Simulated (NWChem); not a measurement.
System: CH$_{4}$SeZn; SMILES [CH3][Zn][SeH]

The following NWChem deck was run.

```
start job
memory heap 200 mb stack 900 mb global 1100 mb
geometry units angstroms noautoz
  Zn     0.043769    -0.836264    -0.000557
  C      0.140169    -2.775780     0.000611
  H     -0.318981    -3.196319    -0.907709
  H     -0.382633    -3.196847     0.873736
  H      1.187812    -3.114016     0.038967
  Se    -0.049957     1.466586    -0.004924
  H     -1.489065     1.422653     0.306478
end
basis spherical
  * library def2-svpd
end
dft
  xc pbe0
  iterations 150
end
tddft
  cis
  nroots 6
  notriplet
end
task tddft energy
```

Parts of the log:

```
             Northwest Computational Chemistry Package (NWChem) 7.3.0
             --------------------------------------------------------

 C1  symmetry detected

                             Geometry "geometry" -> ""
                             -------------------------

 Output coordinates in angstroms (scale by  1.889725989 to convert to a.u.)

  No.       Tag          Charge          X              Y              Z
 ---- ---------------- ---------- -------------- -------------- --------------
    1 Zn                  30.0000     0.01042341    -0.83826241    -0.00037954
    2 C                    6.0000     0.01152872    -2.78017247     0.00046757
    3 H                    1.0000    -0.26473689    -3.17744240    -0.98875986
    4 H                    1.0000    -0.70360869    -3.17537757     0.73895118
    5 H                    1.0000     1.00996744    -3.16934189     0.25561052
    6 Se                  34.0000     0.02998096     1.46641524     0.00008052
    7 H                    1.0000    -1.44284931     1.49295075     0.00004138

 Effective nuclear repulsion energy (a.u.)     367.2361560612

                                 NWChem DFT Module
                                 -----------------

 Summary of "ao basis" -> "ao basis" (spherical)
 ------------------------------------------------------------------------------
       Tag                 Description            Shells   Functions and Types
 ---------------- ------------------------------  ------  ---------------------
 Zn                        def2-svpd                12       34   5s4p2d1f
 C                         def2-svpd                 8       20   4s2p2d
 H                         def2-svpd                 4        8   2s2p
 Se                        def2-svpd                15       41   6s5p4d

[...]

                                NWChem TDDFT Module
                                -------------------

            General Information
            -------------------
           No. of orbitals :     254
            Alpha orbitals :     127
             Beta orbitals :     127
        Alpha frozen cores :       0
         Beta frozen cores :       0
     Alpha frozen virtuals :       0
      Beta frozen virtuals :       0
         Spin multiplicity :       1
    Number of AO functions :     127
        Use of symmetry is : off
      Symmetry adaption is : off
         Schwarz screening :  0.10D-07

              XC Information
              --------------
                  PBE0 Method XC Functional
              Hartree-Fock (Exact) Exchange   0.25
   PerdewBurkeErnzerhof Exchange Functional   0.75
     Perdew 1991 LDA Correlation Functional   1.00 local
    PerdewBurkeErnz. Correlation Functional   1.00 non-local

             TDDFT Information
             -----------------
          Calculation type : Tamm-Dancoff TDDFT
         Wavefunction type : Restricted singlets
          No. of electrons :      74
           Alpha electrons :      37
            Beta electrons :      37
              No. of roots :       6
          Max subspacesize :    5200
            Max iterations :     100
               Target root :       1
           Target symmetry : none
      Symmetry restriction : off
                 Algorithm : Optimal
        Davidson threshold :  0.10D-03

    6 smallest eigenvalue differences (eV)
--------------------------------------------------------
  No. Spin  Occ  Vir  Irrep   E(Occ)    E(Vir)   E(Diff)
--------------------------------------------------------
    1    1   37   38 a        -0.251    -0.020     6.285
    2    1   37   39 a        -0.251    -0.017     6.359
    3    1   37   40 a        -0.251    -0.001     6.781
    4    1   36   38 a        -0.284    -0.020     7.203
    5    1   36   39 a        -0.284    -0.017     7.278
    6    1   37   41 a        -0.251     0.019     7.331
--------------------------------------------------------

  Entering Davidson iterations
  Restricted singlet excited states

  Iter   NTrls   NConv    DeltaV     DeltaE      Time
  ----  ------  ------  ---------  ---------  ---------
    1      6       0     0.12E+00   0.10+100       28.9
    2     12       0     0.29E-01   0.29E-01       27.2
    3     18       0     0.12E-01   0.14E-02       39.0
    4     24       0     0.46E-02   0.25E-03       38.0
    5     30       1     0.89E-01   0.75E-03       38.3
    6     35       5     0.13E-01   0.42E-02       35.1
    7     36       5     0.16E-02   0.96E-04       26.8
    8     37       5     0.25E-03   0.22E-05       24.8
    9     38       6     0.91E-04   0.61E-07       28.9
  ----  ------  ------  ---------  ---------  ---------
  Convergence criterion met

  Ground state a       -4220.349022097303 a.u.

  ----------------------------------------------------------------------------
  Root   1 singlet a              0.184290558 a.u.                5.0148 eV
  ----------------------------------------------------------------------------
     Transition Moments    X -0.00107   Y -0.00065   Z -0.23102
     Dipole Oscillator Strength                    0.0065574218
     Electric Quadrupole                           0.0000000386
     Magnetic Dipole                               0.0000002728
     Total Oscillator Strength                     0.0065577332

[...]
```

Level: PBE0/def2-SVPD, TDA. Structure relaxed at the PBE0/def2-SVP level.
